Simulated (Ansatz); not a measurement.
`BCCl` + `CN[SiH2][SiH3]` → `BN(C)[SiH2][SiH3]` + `CCl` at 298.15 K and 1 bar (ligand exchange at a B–C bond).

Isolated molecules relaxed with PBE0-D4/def2-TZVP in Ansatz; ΔE leaves out vibrations. CCSD(T)/CBS is the MP2 limit (def2-TZVPP, def2-QZVPP) plus CCSD(T) − MP2 in def2-TZVPP, frozen cores. This one scheme is used for every species. Each species was taken in one conformer, which may not be the lowest.

| species | CCSD(T)/CBS energy (Eh) | H − E (kJ/mol) | S (J/(mol·K)) |
| --- | --- | --- | --- |
| `BCCl` | -525.00385 | 139.3 | 279.7 |
| `CN[SiH2][SiH3]` | -676.32808 | 275.4 | 365.2 |
| `BN(C)[SiH2][SiH3]` | -701.75815 | 310.8 | 376.3 |
| `CCl` | -499.63220 | 109.7 | 234.1 |

H − E and S are ideal-gas, rigid-rotor, harmonic terms from PBE0-D4/def2-TZVP, for one conformer and one mirror image of each species. 1 Eh = 2625.50 kJ/mol, R = 8.31446 J/(mol·K).

Problem. By hand: ΔE, ΔH, ΔS and ΔG.

Solution. ΔE = (-701.75815) + (-499.63220) − (-525.00385) − (-676.32808) = -0.05842 Eh = -153.4 kJ/mol. Δ(H − E) = 310.8 + 109.7 − 139.3 − 275.4 = 5.8, so ΔH = -147.6 kJ/mol. ΔS = 376.3 + 234.1 − 279.7 − 365.2 = -34.5 J/(mol·K). ΔG = -147.6 − 298.15 × (-34.5)/1000 = -137.3 kJ/mol.

Problem. By hand: the equilibrium constant, and the temperature at which ΔG would vanish if ΔH and ΔS stayed fixed.

Solution. log₁₀ K = −ΔG/(RT ln 10) = 24.1. ΔG = 0 at ΔH/ΔS = 4278 K, far beyond where these terms or the molecules hold.

ΔH outweighs TΔS. A doubt of 5 kJ/mol in ΔE shifts log₁₀ K by 0.9 here. Other conformers and mirror images would add mixing entropy, several J/(mol·K) or more a flexible species. Modes under 60 cm⁻¹, often nearly free rotors, make the harmonic entropy too high. These are equilibria of isolated gas molecules and say nothing of rates. Largest T1 diagnostic: 0.013 (customary marks: 0.02 for closed shells, 0.045 for open ones).
